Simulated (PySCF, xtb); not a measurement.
ScF₂, SMILES [F][Sc+][F], charge +1.

Harmonic wavenumbers (cm⁻¹) from GFN2-xTB (xtb 6.7.1) at its own minimum, in rising order: 79, 479, 600.

Q: What does PBE0-D3(BJ)/def2-TZVP (PySCF 2.14.0) give at its own minimum? (The exact figures need the calculation; the answer reports its results.)

A: 178, 800, 824. Paired by order, the mean absolute difference is 214 cm⁻¹ and the zero-point energies are 1.7 and 2.6 kcal/mol.
